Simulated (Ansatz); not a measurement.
`FCBr` + `O[SiH3]` → `O[SiH2]CBr` + H–F at 600 K and 1 bar (formal exchange of groups at a C–F bond).

Computed with Ansatz on PBE0-D4/def2-TZVP structures; ΔE is electronic, products minus reactants. CCSD(T)/CBS adds triple-zeta CCSD(T) − MP2 to the extrapolated MP2 energy (def2 sets, frozen cores). This one scheme is used for every species. For Br outer-core shells are correlated without core-valence functions, which leaves a few kJ/mol of doubt a bond. Scalar relativity is left out up to krypton. Each species was taken in one conformer, which may not be the lowest.

| species | CCSD(T)/CBS energy (Eh) | H − E (kJ/mol) | S (J/(mol·K)) |
| --- | --- | --- | --- |
| `FCBr` | -2712.35054 | 109.9 | 316.9 |
| `O[SiH3]` | -366.69042 | 135.7 | 307.9 |
| `O[SiH2]CBr` | -2978.68339 | 210.1 | 421.6 |
| H–F | -100.39570 | 42.3 | 194.0 |

H − E and S are ideal-gas, rigid-rotor, harmonic terms from PBE0-D4/def2-TZVP, for one conformer and one mirror image of each species. 1 Eh = 2625.50 kJ/mol, R = 8.31446 J/(mol·K).

**Question.** By hand: ΔE, ΔH, ΔS and ΔG.

**Answer.** ΔE = (-2978.68339) + (-100.39570) − (-2712.35054) − (-366.69042) = -0.03813 Eh = -100.1 kJ/mol. Δ(H − E) = 210.1 + 42.3 − 109.9 − 135.7 = 6.8, so ΔH = -93.3 kJ/mol. ΔS = 421.6 + 194.0 − 316.9 − 307.9 = -9.2 J/(mol·K). ΔG = -93.3 − 600 × (-9.2)/1000 = -87.8 kJ/mol.

**Question.** By hand: the equilibrium constant, and the temperature at which ΔG would vanish if ΔH and ΔS stayed fixed.

**Answer.** log₁₀ K = −ΔG/(RT ln 10) = 7.6. ΔG = 0 at ΔH/ΔS = 10141 K, far beyond where these terms or the molecules hold.

The number of gas molecules stays the same, so ΔS is small and ΔH decides. A doubt of 5 kJ/mol in ΔE shifts log₁₀ K by 0.4 here. Other conformers and mirror images would add mixing entropy, several J/(mol·K) or more a flexible species. These are equilibria of isolated gas molecules and say nothing of rates. Largest T1 diagnostic: 0.011 (customary marks: 0.02 for closed shells, 0.045 for open ones).
